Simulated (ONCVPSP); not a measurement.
## What one change does to a pseudopotential (Ti (Z = 22), ONCV)

* Element: titanium
* Generator: ONCVPSP 4.0.1
* Type: optimised norm-conserving Vanderbilt (ONCV)
* Functional: revPBE
* Relativity: fully relativistic
* Frozen core: [Ne]
* Valence charge: 12
* Reference configuration: 3s2 3p6 3d2 4s1 (charge +1)
* Partial waves: 3s+4s: rc 2.00 bohr, ncon 4, nbas 9, qcut 6.9 1/bohr, 2 projectors; 3p: rc 1.45 bohr, ncon 4, nbas 7, qcut 9.3 1/bohr, 1 projector; 3d: rc 2.30 bohr, ncon 4, nbas 8, qcut 7.6 1/bohr, 2 projectors, debl 2.1 Ha
* Local potential: polynomial inside 0.90 bohr (lpopt 5, dvloc0 0 Ha)
* Core correction: Teter function, fcfact 5.5, rcfact 1.1

Open shells are filled in proportion to 2j + 1.

Change: local potential polynomial inside 0.90 bohr (lpopt 5, dvloc0 9 Ha).

Cutoffs: the cutoffs (Ha) at which the residual kinetic energy of the hardest occupied pseudo-wave falls to 1 and 0.1 mHa per electron; they do not see the model core or the augmentation charge, which bear on the density cutoff. Errors are all-electron minus pseudo energies relative to the spin-unpolarised reference configuration.

Problem. What does the change do?

Solution. The potential gets neither clearly harder nor softer (20 Ha and 25 Ha → 20 Ha and 25 Ha); a bound ghost appears in p, which as a rule spoils a file; the errors of the 4 common tests hardly move; the range in which the p3/2 phases agree widens (upper end 1.5 → 2.7). In the separable form a ghost depends on how the local part lies against the semilocal potential of the channel, so the choice of the local part can create or remove one.

| quantity | base | changed |
| --- | --- | --- |
| cutoff, loose | 20 Ha | 20 Ha |
| cutoff, tight | 25 Ha | 25 Ha |
| bound ghosts | none | p3/2 |
| GHOST(+) flags under 300 eV | none | none |
| error for 3s2 3p6 3d2 4s2, meV [ΔE -7.28 eV] | +0.4 | +0.3 |
| error for 3s2 3p6 3d2 4s0, meV [ΔE 13.43 eV] | -2.1 | -2.3 |
| error for 3s2 3p6 3d1 4s0, meV [ΔE 40.29 eV] | +181 | +179 |
| error for 3s2 3p6 3d3 4s0, meV [ΔE 0.01 eV] | +67 | +66 |
| s: phases at 2.03 bohr within 0.05 rad from the reference energy up to (Ha; the scan ends near 5) | 3.7 | 4.4 |
| p3/2: phases at 1.47 bohr within 0.05 rad from the reference energy up to (Ha; the scan ends near 5) | 1.5 | 2.7 |
| p1/2: phases at 1.47 bohr within 0.05 rad from the reference energy up to (Ha; the scan ends near 5) | 1.5 | 1.7 |
| d5/2: phases at 2.33 bohr within 0.05 rad from the reference energy up to (Ha; the scan ends near 5) | 4.5 | 4.1 |
| d3/2: phases at 2.33 bohr within 0.05 rad from the reference energy up to (Ha; the scan ends near 5) | 4.5 | 4.1 |
| rms error of d²Exc/dni dnj with the model core, mHa | 6.17 | 6.17 |

 A true bound ghost makes a file unfit for plane-wave use even where its test errors are small: the radial tests pick states by their node count and pass the ghost by.
